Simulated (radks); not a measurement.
The nickel ion Ni2+, configuration [Ar] 3d8.

All-electron calculation, Dirac Kohn-Sham, PBE, spin-unpolarised, spherical densities, point nucleus; open shells fill j = l - 1/2 first. Program: a radial shooting solver on a logarithmic mesh with Libxc functionals.

Energy parts (eV):
part                      energy
total                 -41350.584
kinetic                42020.259
electron-nucleus      -98842.395
Hartree                17182.308
exchange-correlation   -1710.755

Orbitals (lengths in bohr, moments of r in powers of bohr):
orbital  occ.  eigenvalue (eV)     <r^2>  <1/r>
1s1/2       2        -8230.029  0.003935  28.09
2s1/2       2        -1000.825   0.07074  6.098
2p1/2       2        -875.4609   0.05583  6.050
2p3/2       4        -857.9735   0.05740  5.924
3s1/2       2        -130.6913    0.6339  1.921
3p1/2       2         -92.5315    0.7042  1.790
3p3/2       4         -90.3311    0.7226  1.760
3d3/2       4         -28.4912     1.220  1.390
3d5/2       4         -28.2460     1.235  1.382

The highest occupied level is 3d5/2 at -28.246 eV. For comparison, the ionisation energy in NIST's Atomic Spectra Database is 35.19 eV (measured). In exact Kohn-Sham theory the highest level is minus the ionisation energy, but local and semilocal functionals leave it too shallow, through self-interaction and a potential that decays too fast; potentials with the right tail come closer. The density falls to 0.001 e/bohr^3 at r = 2.97 bohr. Summed over all electrons, <r^2> = 15.88 bohr^2, which gives a Langevin (diamagnetic) susceptibility term of -12.6 x 10^-6 cm^3/mol.

Beside tabulated values, note that spin-unpolarised runs miss the spin-polarisation part of the exchange energy of open shells.
